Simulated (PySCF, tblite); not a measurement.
C₆H₁₀O.
SMILES with atom numbers: `[CH3:1]/[CH:2]=[CH:3]/[C:4](=[O:5])[CH2:6][CH3:7]` (hydrogens: H8, H9, H10 on C1; H11 on C2; H12 on C3; H13, H14 on C6; H15, H16, H17 on C7)

Computed with GFN2-xTB (tblite), gas phase: nudged elastic band of 9 images (0 to 8), spring 0.2 eV/Å², climbing image at the end, force threshold 0.05 eV/Å. No saddle search or frequency run followed, so the top image need not be a first-order saddle, and its height can exceed the method's true barrier by a kcal/mol or more.

Path: rotation about C4–C6 (ketone carbonyl carbon, sp3 carbon next to a carbonyl), followed by the dihedral C3–C4–C6–C7.

Image 0 (start, dihedral 180°):
```
atom  x, y, z in Å
C1      3.219    0.372   -0.583
C2      1.925   -0.089   -0.023
C3      0.737    0.461   -0.271
C4     -0.500   -0.060    0.340
O5     -0.514   -1.006    1.096
C6     -1.753    0.694   -0.061
C7     -3.006    0.130    0.594
H8      3.082    1.219   -1.251
H9      3.700   -0.439   -1.128
H10     3.890    0.661    0.226
H11     1.961   -0.942    0.644
H12     0.642    1.313   -0.930
H13    -1.836    0.650   -1.151
H14    -1.616    1.744    0.213
H15    -2.924    0.195    1.676
H16    -3.888    0.678    0.272
H17    -3.126   -0.918    0.330
```

Image 8 (end, +0.012 eV, dihedral -73°):
```
atom  x, y, z in Å
C1      2.998    0.610   -0.022
C2      1.758   -0.189   -0.172
C3      0.529    0.309   -0.304
C4     -0.644   -0.567   -0.455
O5     -0.562   -1.775   -0.508
C6     -1.975    0.156   -0.518
C7     -2.346    0.692    0.866
H8      2.786    1.677   -0.019
H9      3.683    0.386   -0.840
H10     3.504    0.342    0.905
H11     1.872   -1.266   -0.174
H12     0.357    1.376   -0.311
H13    -2.739   -0.544   -0.859
H14    -1.906    0.983   -1.228
H15    -1.593    1.388    1.228
H16    -3.303    1.209    0.823
H17    -2.427   -0.127    1.577
```

**Question.** What do the inner images look like?

**Answer.** 
Image 1: +0.007 eV, dihedral -167°
```
atom  x, y, z in Å
C1      3.224    0.419   -0.515
C2      1.916   -0.109   -0.055
C3      0.729    0.440   -0.305
C4     -0.517   -0.144    0.224
O5     -0.539   -1.157    0.887
C6     -1.770    0.632   -0.137
C7     -2.980    0.196    0.676
H8      3.104    1.321   -1.112
H9      3.743   -0.335   -1.106
H10     3.853    0.645    0.346
H11     1.943   -1.014    0.540
H12     0.641    1.343   -0.894
H13    -1.952    0.465   -1.203
H14    -1.580    1.698    0.003
H15    -2.802    0.380    1.733
H16    -3.864    0.749    0.366
H17    -3.158   -0.867    0.541
```

Image 2: +0.023 eV, dihedral -154°
```
atom  x, y, z in Å
C1      3.218    0.460   -0.450
C2      1.908   -0.130   -0.078
C3      0.719    0.419   -0.321
C4     -0.534   -0.217    0.120
O5     -0.564   -1.285    0.692
C6     -1.788    0.570   -0.210
C7     -2.936    0.264    0.742
H8      3.095    1.407   -0.971
H9      3.769   -0.230   -1.087
H10     3.816    0.622    0.447
H11     1.935   -1.081    0.440
H12     0.638    1.368   -0.834
H13    -2.070    0.292   -1.231
H14    -1.567    1.638   -0.204
H15    -2.663    0.549    1.755
H16    -3.826    0.816    0.449
H17    -3.157   -0.800    0.734
```

Image 3: +0.041 eV, dihedral -141°
```
atom  x, y, z in Å
C1      3.202    0.495   -0.384
C2      1.896   -0.150   -0.099
C3      0.704    0.401   -0.327
C4     -0.552   -0.285    0.019
O5     -0.584   -1.397    0.500
C6     -1.812    0.505   -0.284
C7     -2.874    0.332    0.795
H8      3.071    1.481   -0.825
H9      3.784   -0.127   -1.063
H10     3.773    0.592    0.539
H11     1.929   -1.141    0.336
H12     0.625    1.389   -0.759
H13    -2.197    0.127   -1.236
H14    -1.575    1.562   -0.409
H15    -2.503    0.710    1.746
H16    -3.772    0.884    0.527
H17    -3.122   -0.719    0.914
```

Image 4 (top): +0.053 eV, dihedral -128°
```
atom  x, y, z in Å
C1      3.176    0.527   -0.317
C2      1.879   -0.166   -0.117
C3      0.682    0.384   -0.322
C4     -0.570   -0.349   -0.079
O5     -0.597   -1.497    0.310
C6     -1.840    0.437   -0.356
C7     -2.793    0.404    0.836
H8      3.034    1.544   -0.674
H9      3.787   -0.022   -1.033
H10     3.726    0.555    0.624
H11     1.923   -1.192    0.227
H12     0.597    1.405   -0.667
H13    -2.328   -0.031   -1.215
H14    -1.604    1.470   -0.611
H15    -2.326    0.862    1.705
H16    -3.700    0.954    0.598
H17    -3.053   -0.622    1.082
```

Image 5: +0.052 eV, dihedral -114°
```
atom  x, y, z in Å
C1      3.143    0.554   -0.249
C2      1.857   -0.177   -0.135
C3      0.652    0.367   -0.309
C4     -0.589   -0.412   -0.172
O5     -0.601   -1.588    0.122
C6     -1.870    0.365   -0.419
C7     -2.698    0.477    0.862
H8      2.985    1.596   -0.519
H9      3.776    0.082   -0.999
H10     3.675    0.511    0.701
H11     1.916   -1.230    0.113
H12     0.552    1.413   -0.562
H13    -2.451   -0.178   -1.167
H14    -1.647    1.362   -0.798
H15    -2.140    1.006    1.632
H16    -3.614    1.026    0.657
H17    -2.952   -0.512    1.232
```

Image 6: +0.040 eV, dihedral -100°
```
atom  x, y, z in Å
C1      3.101    0.579   -0.181
C2      1.829   -0.185   -0.154
C3      0.615    0.347   -0.293
C4     -0.607   -0.472   -0.259
O5     -0.595   -1.669   -0.067
C6     -1.901    0.293   -0.467
C7     -2.592    0.552    0.873
H8      2.927    1.637   -0.359
H9      3.756    0.188   -0.960
H10     3.621    0.459    0.770
H11     1.908   -1.255   -0.005
H12     0.491    1.409   -0.451
H13    -2.560   -0.312   -1.092
H14    -1.705    1.243   -0.965
H15    -1.956    1.143    1.529
H16    -3.519    1.095    0.706
H17    -2.821   -0.390    1.366
```

Image 7: +0.023 eV, dihedral -87°
```
atom  x, y, z in Å
C1      3.055    0.598   -0.111
C2      1.800   -0.190   -0.174
C3      0.574    0.323   -0.278
C4     -0.624   -0.529   -0.341
O5     -0.580   -1.738   -0.263
C6     -1.932    0.221   -0.498
C7     -2.482    0.628    0.871
H8      2.861    1.666   -0.191
H9      3.726    0.296   -0.915
H10     3.567    0.399    0.830
H11     1.901   -1.268   -0.127
H12     0.422    1.392   -0.337
H13    -2.651   -0.435   -0.991
H14    -1.779    1.113   -1.107
H15    -1.783    1.276    1.396
H16    -3.421    1.161    0.743
H17    -2.663   -0.253    1.482
```

The largest changes of bonds and angles from start to top: C6–C7 1.522 → 1.526 Å, C6–H14 1.094 → 1.090 Å, C3–C4 1.474 → 1.472 Å, C4–C6–H14 107.9 → 110.6°, C7–C6–H13 110.6 → 109.0°, H13–C6–H14 107.3 → 108.6°. GFN2-xTB torsional profiles can miss by a kcal/mol or more and can put conformers in the wrong order.

**Question.** What do single points at PBE0/pcSseg-1 (PySCF, no dispersion term) give on some images?

**Answer.** 
```tsv
image	GFN2-xTB E (eV)	DFT E (eV)	HOMO (eV)	LUMO (eV)	dipole (D)
0	0.000	0.000	-7.14	-1.32	2.96
2	0.023	0.034	-7.11	-1.39	2.94
4	0.053	0.081	-7.08	-1.50	2.93
6	0.040	0.084	-7.04	-1.47	2.99
8	0.012	0.071	-7.03	-1.38	3.08
```

Energies count from image 0 at each level. At the GFN2-xTB top the DFT energy is 1.9 kcal/mol against 1.2; the geometries weren't optimised at the DFT level.

What follows is the cost of the whole band run. Rough CPU time on one thread of a shared machine: about 8 s.
